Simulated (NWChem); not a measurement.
A series in which one site is exchanged, each optimised at PBE0/def2-SVP with NWChem, gas phase unless a solvent is named. All stand in one matching conformer (torsions within 35°), which need not be the lowest. Low-valent species are run as closed-shell singlets; no triplet was tried in these runs. This build's default masses of Se (78.918 u) and Br (79.917 u) are each other's, which moves their modes by up to 0.6 %.

A: F[Si]S (SiHSF; site = F)
B: S[Si]Cl (SiHSCl; site = Cl)
C: [SiH]S (SiH₂S; site = H)
D: S[Si]Br (SiHSBr; site = Br)

| quantity | A | B | C | D |
|---|---|---|---|---|
| orbital gap (eV), PBE0/def2-SVP | 5.15 | 4.74 | ___ | 4.57 |
| static polarisability, PBE0/def2-SVPD (bohr³) | 52.5 | 67.0 | ___ | 75.7 |
| SMD solvation free energy in n-hexane, PBE0/def2-SVP (kcal/mol) | -3.0 | -3.8 | ___ | -4.5 |

Q: What belongs in the gaps?

A: 
- orbital gap (eV), PBE0/def2-SVP, C: 4.37
- static polarisability, PBE0/def2-SVPD (bohr³), C: 55.4
- SMD solvation free energy in n-hexane, PBE0/def2-SVP (kcal/mol), C: -2.7
